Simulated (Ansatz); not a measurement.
System: SiNH2F3, charge 0, singlet. SiNH2F3 (SMILES N[Si](F)(F)F).
B3LYP-D3(BJ)/def2-TZVP minimum from Ansatz (a program for electronic structure):
```
Si
F 1 1.5800
F 1 1.5800 2 110.23
F 1 1.5841 2 105.72 3 113.81
N 1 1.6755 2 109.62 4 125.44
H 5 1.0060 1 122.47 2 -38.32
H 5 1.0060 6 112.94 1 163.77
```

Total energies in hartree (Ansatz). Open shells are spin-unrestricted; no spin-orbit coupling. Correlated methods leave the cores frozen. No relativity. Where a partner has so few electrons that a lower coupled-cluster level is exact, that level stands in.

```tsv
species	HF/cc-pV(T+d)Z	CCSD(T)/cc-pV(T+d)Z	HF/cc-pV(Q+d)Z	CCSD(T)/cc-pV(Q+d)Z	CCSD(T)/cc-pV(D+d)Z	CCSDT(Q)/cc-pV(D+d)Z
1: SiNH2F3 (SMILES N[Si](F)(F)F)	-643.28682	-644.40440	-643.32523	-644.53773	-643.96722	-643.96973
2: N (quartet)	-54.40069	-54.51471	-54.40372	-54.52482	-54.47850	-54.47866
3: Si (triplet)	-288.85649	-288.93344	-288.85845	-288.93781	-288.91643	-288.91690
4: F (doublet)	-99.40552	-99.62036	-99.41377	-99.65026	-99.52757	-99.52776
5: H (doublet)	-0.49981	-0.49981	-0.49995	-0.49995	-0.49928	-0.49928
```

Q: Work out the atomisation energy (electronic, to ground-state atoms) in kcal/mol: take Hartree-Fock from cc-pV(Q+d)Z, extrapolate the CCSD(T) correlation energy as X^-3 (X = 3, 4), and add CCSDT(Q) - CCSD(T) in cc-pV(D+d)Z. 1 hartree = 627.51 kcal/mol.

A: 
Species 1: correlation (64·(-1.21250) - 27·(-1.11758))/37 = -1.28177; step -0.00251; E1 = -643.32523 + (-1.28177) + (-0.00251) = -644.60951
Species 2: correlation (64·(-0.12110) - 27·(-0.11402))/37 = -0.12627; step -0.00016; E2 = -54.40372 + (-0.12627) + (-0.00016) = -54.53015
Species 3: correlation (64·(-0.07936) - 27·(-0.07695))/37 = -0.08112; step -0.00047; E3 = -288.85845 + (-0.08112) + (-0.00047) = -288.94004
Species 4: correlation (64·(-0.23649) - 27·(-0.21484))/37 = -0.25229; step -0.00019; E4 = -99.41377 + (-0.25229) + (-0.00019) = -99.66625
Species 5: correlation (64·(0.00000) - 27·(0.00000))/37 = 0.00000; step +0.00000; E5 = -0.49995 + (0.00000) + (+0.00000) = -0.49995
-1·E1 +1·E2 +1·E3 +3·E4 +2·E5 = 1.14067 hartree = 715.8 kcal/mol.
